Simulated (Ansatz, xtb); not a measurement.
## Two isomers of C3H3FN2Se

We compare a, `FCc1cn[se]n1`, a singlet, with b, `Nc1c[se]nc1F`, a singlet. Both are isolated molecules in the gas phase, relaxed with B3LYP/def2-SVP; the shapes shown needn't be the lowest conformers.

a (Å):

```xyz
10

C    -0.4743   -0.4119    1.5793
C     0.6779   -0.2449    0.6190
C     1.7227   -1.2399    0.4474
F    -0.3865   -1.6266    2.2252
N     2.6600   -0.9618   -0.4176
N     0.7758    0.8345   -0.1099
Se    2.2752    0.6671   -1.1218
H    -0.4621    0.3971    2.3302
H    -1.4326   -0.3613    1.0341
H     1.7472   -2.1824    1.0014
```

b (Å):

```csv
atom,x (Å),y (Å),z (Å)
C,-0.2545,-1.3431,-0.4461
C,0.6630,-2.3614,-0.4470
C,0.1974,-0.2578,-1.2975
F,-0.6030,0.8098,-1.4213
N,-1.4329,-1.2301,0.2744
N,1.3127,-0.3068,-1.9347
Se,2.1167,-1.8990,-1.5483
H,-2.1020,-0.5708,-0.1093
H,-1.8593,-2.0980,0.5772
H,0.6060,-3.3022,0.0995
```

Quicker runs give these differences E(b) − E(a): GFN2-xTB +0.167 eV; HF/STO-3G +0.067 eV (at GFN2-xTB geometries); r2SCAN-D4/def2-SVP −0.450 eV (at GFN2-xTB geometries).

Task: Estimate E(b) − E(a) at the level CCSD(T)/def2-SVP + ΔMP2/def2-TZVPP.

Result: Calculated at CCSD(T)/def2-SVP + ΔMP2/def2-TZVPP: E(b) − E(a) = −0.182 eV, so structure b lies lower.

Level by level:

```tsv
level	geometry	E(b) − E(a) (eV)	departure from the last row (eV)	job, with rough time for the two
GFN2-xTB	GFN2-xTB	+0.167	+0.348	optimisation, 0.43 s
HF/STO-3G	GFN2-xTB	+0.067	+0.249	single point, 0.56 s
r2SCAN-D4/def2-SVP	GFN2-xTB	−0.450	−0.268	single point, 5.1 s
B3LYP/def2-SVP	B3LYP/def2-SVP	−0.317	−0.135	optimisation, 72 s
HF/def2-SVP	B3LYP/def2-SVP	−0.362	−0.181	part of the CCSD(T) run
MP2/def2-SVP	B3LYP/def2-SVP	−0.229	−0.047	part of the CCSD(T) run
CCSD(T)/def2-SVP	B3LYP/def2-SVP	−0.181	0.000	single point
CCSD(T)/def2-SVP + ΔMP2/def2-TZVPP	B3LYP/def2-SVP	−0.182		single point, 91 s
```

As drawn, b has 1 C–N, 1 C∷C, 1 C∷Se, 2 N–H in place of 1 C–C, 1 C∷N, 1 N∷Se, 2 C–H (∷ is an aromatic bond).

GFN2-xTB, HF/STO-3G put the two in the other order. The largest departure from CCSD(T)/def2-SVP + ΔMP2/def2-TZVPP is that of GFN2-xTB, 0.348 eV. The last row adds to CCSD(T) the change of the MP2 difference between the two basis sets, here 0.000 eV.

With thermal terms from frequencies at re-optimised GFN2-xTB minima (ideal gas, soft modes damped towards free rotors, one conformer each, 298.15 K, 1 atm): on the last row, ΔE + ΔZPE = −0.183, ΔH = −0.181, ΔG = −0.162 eV.

The correlated steps freeze 15 core orbitals; the filled d shell of Se is correlated, in a basis made for valence electrons. Programs: Ansatz 0.2.0, xtb 6.7.1; the last row on 4 threads of Arm Neoverse V1 on a shared host.
